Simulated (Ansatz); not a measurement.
Calculated with Ansatz (gas phase, PBE0-D4/def2-TZVP geometries, no zero-point term in ΔE). CCSD(T)/CBS adds triple-zeta CCSD(T) − MP2 to the extrapolated MP2 energy (def2 sets, frozen cores). Functionals use def2-TZVPP. B3LYP here is the variant with VWN-RPA as its local correlation; programs differ in this. For Br outer-core shells are correlated without core-valence functions, which leaves a few kJ/mol of doubt a bond. Scalar relativity is left out up to krypton. Each species was taken in one conformer, which may not be the lowest.

Reaction (substitution at a C–S bond): `[SiH3]SC1CO1` + HBr → `BrC1CO1` + `[SiH3]S`

```json
{"level": "PBE-D4", "ΔE (kcal/mol)": "1.8", "difference from CCSD(T)/CBS": "-0.4"}
{"level": "r2SCAN-D4", "ΔE (kcal/mol)": "1.6", "difference from CCSD(T)/CBS": "-0.6"}
{"level": "B3LYP-D4", "ΔE (kcal/mol)": "1.8", "difference from CCSD(T)/CBS": "-0.4"}
{"level": "ωB97M-V", "ΔE (kcal/mol)": "1.9", "difference from CCSD(T)/CBS": "-0.3"}
{"level": "B2PLYP", "ΔE (kcal/mol)": "1.1", "difference from CCSD(T)/CBS": "-1.1"}
{"level": "PBE", "ΔE (kcal/mol)": "0.8", "difference from CCSD(T)/CBS": "-1.4"}
{"level": "r2SCAN", "ΔE (kcal/mol)": "1.3", "difference from CCSD(T)/CBS": "-0.9"}
{"level": "B3LYP", "ΔE (kcal/mol)": "0.4", "difference from CCSD(T)/CBS": "-1.8"}
{"level": "HF/def2-TZVPP", "ΔE (kcal/mol)": "0.6", "difference from CCSD(T)/CBS": "-1.6"}
{"level": "MP2/def2-TZVPP", "ΔE (kcal/mol)": "2.0", "difference from CCSD(T)/CBS": "-0.2"}
{"level": "CCSD/def2-TZVPP", "ΔE (kcal/mol)": "1.4", "difference from CCSD(T)/CBS": "-0.8"}
{"level": "HF/def2-QZVPP", "ΔE (kcal/mol)": "0.7", "difference from CCSD(T)/CBS": "-1.5"}
{"level": "MP2/def2-QZVPP", "ΔE (kcal/mol)": "2.3", "difference from CCSD(T)/CBS": "0.1"}
{"level": "SCS-MP2/def2-QZVPP", "ΔE (kcal/mol)": "1.8", "difference from CCSD(T)/CBS": "-0.4"}
{"level": "MP2/CBS(def2)", "ΔE (kcal/mol)": "2.5", "difference from CCSD(T)/CBS": "0.3"}
{"level": "CCSD/CBS(def2)", "ΔE (kcal/mol)": "1.9", "difference from CCSD(T)/CBS": "-0.3"}
{"level": "CCSD(T)/CBS", "ΔE (kcal/mol)": "2.2", "difference from CCSD(T)/CBS": "0"}
```

Largest T1 diagnostic among the species: 0.012.

The D4 term adds +1.4 kcal/mol with B3LYP and +0.9 kcal/mol with PBE0; it sums over pairs of atoms, weighted by their polarisabilities, and B3LYP, whose exchange is more repulsive, gets the larger term. In def2-TZVPP, CCSD(T) changes the Hartree–Fock value by +1.1 kcal/mol (the triples alone add +0.2 kcal/mol) and MP2 by +1.4 kcal/mol.
